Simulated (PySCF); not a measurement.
Vertical excitations of a molecule C4H7FO from TDDFT-PBE/def2-SVPD (PySCF 2.14.0), as energy in eV (oscillator strength): 6.10 (0.012), 6.43 (0.041), 6.74 (0.009), 7.06 (0.008), 7.21 (0.007), 7.30 (0.003), 7.52 (0.014), 7.57 (0.008), 7.61 (0.021), 7.66 (0.034). Lowest triplet (TDA): 5.95 eV. Geometry optimised at B3LYP-D3(BJ)/def2-SVP. One conformer was computed; it need not be the lowest.

Problem. Which structure fits?
(A) CC(=O)[C@H](C)F
(B) C[C@@]1(O)C[C@H]1F
(C) C/C=C(\F)OC
(D) C=C(F)CCO

Solution. B, C[C@@]1(O)C[C@H]1F
